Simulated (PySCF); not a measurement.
Cartesian coordinates in Å; atom numbers follow the order of the lines, from 1:
```xyz
20

Si   -0.6302    2.5230   -0.3886
C    -1.0713    0.8240    0.3211
C    -0.5792   -0.3875   -0.4898
Si   -1.2461   -1.9924    0.2809
C     0.9393   -0.4081   -0.7301
Si    2.0874   -0.4561    0.7755
H    -1.0232    2.5875   -1.8320
H    -1.3652    3.5877    0.3611
H     0.8337    2.8130   -0.2902
H    -0.6958    0.7865    1.3600
H    -2.1722    0.7987    0.4072
H    -1.0673   -0.3441   -1.4827
H    -2.7368   -2.0076    0.1546
H    -0.6869   -3.1940   -0.4150
H    -0.8999   -2.0727    1.7340
H     1.2431    0.4740   -1.3246
H     1.2106   -1.2791   -1.3523
H     1.8694   -1.6982    1.5792
H     1.8871    0.7226    1.6735
H     3.5021   -0.4448    0.2932
```

Geometry: PBE0-D3(BJ)/def2-SVP; GIAO absolute shieldings from PySCF 2.14, gas phase, non-relativistic, averaged over equivalent atoms.

At KT2/pcSseg-1 (193 basis functions, 34 s wall time on 1 thread of an Arm Neoverse V2, shared host):
```csv
atoms,σ (ppm)
Si4,419.0
Si1/Si6,438.3
C3,162.9
C2/C5,169.6
H13/H14/H15,27.24
H7/H8/H9/H18/H19/H20,27.25
H12,29.53
H11/H16,29.90
H10/H17,30.07
```

Estimate the result of repeating the calculation with PBE0/pcSseg-1.

Answers


```json
{"atoms": "Si4", "σ at PBE0/pcSseg-1": "405.7", "change": "-13.3"}
{"atoms": "Si1/Si6", "σ at PBE0/pcSseg-1": "424.6", "change": "-13.7"}
{"atoms": "C3", "σ at PBE0/pcSseg-1": "168.7", "change": "+5.8"}
{"atoms": "C2/C5", "σ at PBE0/pcSseg-1": "173.2", "change": "+3.6"}
{"atoms": "H13/H14/H15", "σ at PBE0/pcSseg-1": "27.37", "change": "+0.13"}
{"atoms": "H7/H8/H9/H18/H19/H20", "σ at PBE0/pcSseg-1": "27.37", "change": "+0.12"}
{"atoms": "H12", "σ at PBE0/pcSseg-1": "29.90", "change": "+0.37"}
{"atoms": "H11/H16", "σ at PBE0/pcSseg-1": "30.20", "change": "+0.30"}
{"atoms": "H10/H17", "σ at PBE0/pcSseg-1": "30.35", "change": "+0.28"}
```

The largest change is at Si1/Si6 (silicon bonded to C, 3 H). Cost: 193 basis functions, 26 s wall time on 1 thread of an Arm Neoverse V2, shared host.
